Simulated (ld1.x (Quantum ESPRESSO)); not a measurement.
Results of a calculation; reference values are marked as such.
# Pseudopotentials across the periodic table

Generated with ld1.x 7.5 (TM, RRKJ, ultrasoft, PAW), atompaw 4.2 or ONCVPSP 4.0.1. The cutoff is in Ry: for ld1.x and atompaw files where the sum of valence levels is converged to 10 mRy in a Bessel basis, for ONCV files where the hardest occupied wave has 1 mHa per electron of residual kinetic energy. The error is the largest all-electron minus pseudo excitation energy over each file’s own four to seven test configurations (ionisations up to +4, promotions, holes and added fractions of an electron), all of which were solved. The labels leave out finer settings (local radius, basis sizes, second energies), which also bear on the numbers. Spin-polarised tests are not counted. The rows are a selection from randomly drawn settings: files with unsolved tests, undetermined cutoffs or missed reference levels are left out.

A true bound ghost makes a file unfit for plane-wave use even where its test errors are small: the radial tests pick states by their node count and pass the ghost by.

```csv
element,potential,cutoff (Ry),largest error (meV),bound ghosts
Si,"RRKJ, PBEsol, scalar-relativistic, rc 1.35/2.25/2.20 (spd), local s, core correction yes, reference 3s1.75 3p2.25",35,+28,none
Ga,"PAW, LDA (PZ), scalar-relativistic, rc 2.20/1.80/2.45 (spd), local d, core correction yes, reference 4s2 4p1",6,-200,none
```

Question: Fill in the row for Bi: TM semilocal, LDA (PZ), scalar-relativistic, rc 1.40/2.50/1.52 (spd), local d, core correction no, reference 5d10 6s1 6p4.

Answer: cutoff 90 Ry, largest error +119 meV, bound ghosts: none.

Question: Fill in the row for Ba: TM, LDA (PZ), fully relativistic, rc 3.05/3.30/2.55 (spd), local d, core correction no, reference 5p6 5d0.5 6s1.5 6p0.

Answer: cutoff 10 Ry, largest error -239 meV, bound ghosts: s.

Question: Fill in the row for Au: ultrasoft, LDA (PZ), non-relativistic, rc 2.70/3.15/2.50 (spd), local smoothed, core correction no, reference 5d10 6s0 6p0.

Answer: cutoff 18 Ry, largest error -68 meV, bound ghosts: s.
